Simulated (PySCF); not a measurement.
**First hyperpolarisability: 3-bromofuran (SMILES Brc1ccoc1)**

Molfile (atoms numbered from 1):
```
C4H3BrO
     RDKit          3D

  9  9  0  0  0  0  0  0  0  0999 V2000
    1.9397    0.1108    1.9902 Br  0  0  0  0  0  0  0  0  0  0  0  0
    0.6751   -0.0374    0.6301 C   0  0  0  0  0  0  0  0  0  0  0  0
   -0.3971    0.8639    0.3668 C   0  0  0  0  0  0  0  0  0  0  0  0
   -1.0372    0.3476   -0.7073 C   0  0  0  0  0  0  0  0  0  0  0  0
   -0.4435   -0.7949   -1.1171 O   0  0  0  0  0  0  0  0  0  0  0  0
    0.6035   -1.0236   -0.2949 C   0  0  0  0  0  0  0  0  0  0  0  0
   -0.6413    1.7632    0.9073 H   0  0  0  0  0  0  0  0  0  0  0  0
   -1.8970    0.6644   -1.2734 H   0  0  0  0  0  0  0  0  0  0  0  0
    1.1950   -1.9027   -0.4831 H   0  0  0  0  0  0  0  0  0  0  0  0
  1  2  1  0
  2  3  1  0
  3  4  2  0
  4  5  1  0
  5  6  1  0
  6  2  2  0
  3  7  1  0
  4  8  1  0
  6  9  1  0
M  END
```

Method used: quadratic response CAM-B3LYP/def2-TZVPD first hyperpolarisability, Taylor convention, gas phase in PySCF. Geometry: PBE0-D3(BJ)/def2-TZVP.

The calculation is non-relativistic, which matters for the atoms heavier than Zn.

What is the first hyperpolarisability, and how does it disperse?

In au, Taylor convention; the vector part is βᵢ = ⅓ Σⱼ (βᵢⱼⱼ + βⱼᵢⱼ + βⱼⱼᵢ); β∥ is 3/5 of the vector part along the dipole, the dipole points from − to +:
```csv
process,λ (nm),β vector norm,β∥,β HRS,depolarisation ratio
"static β(0;0,0)",∞,119.6,55.8,50.6,4.66
"second harmonic β(−2ω;ω,ω)",1907,122.0,56.9,52.1,4.47
"Pockels β(−ω;ω,0)",1907,120.4,56.2,–,–
"second harmonic β(−2ω;ω,ω)",1064,127.2,59.4,55.8,4.07
"Pockels β(−ω;ω,0)",1064,122.2,57.0,–,–
```

Which lowest excitations, dipole and polarisabilities go with it?

S1 5.62 eV (f = 0.000); S2 6.03 eV (f = 0.088); S3 6.35 eV (f = 0.009); dipole 1.09 D; isotropic α 68.6 au static, 68.8 au at 1907 nm, 69.3 au at 1064 nm, 69.5 au at 953.5 nm, 71.5 au at 532 nm.
